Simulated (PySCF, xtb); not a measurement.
ZnCl, SMILES [Cl][Zn+], charge +1.

GFN2-xTB (xtb) at its own geometry gives an orbital gap of 1.89 eV.

Geometry optimised at B3LYP-D3(BJ)/def2-TZVP. The multiplicity is an assumed one; other spin states were not compared.

**Question.** What does PySCF with M06-2X/def2-TZVPD give? (Estimate from the structure and the level; the computed values follow.)

**Answer.** gap 5.85 eV (levels -16.26 and -10.41 eV).
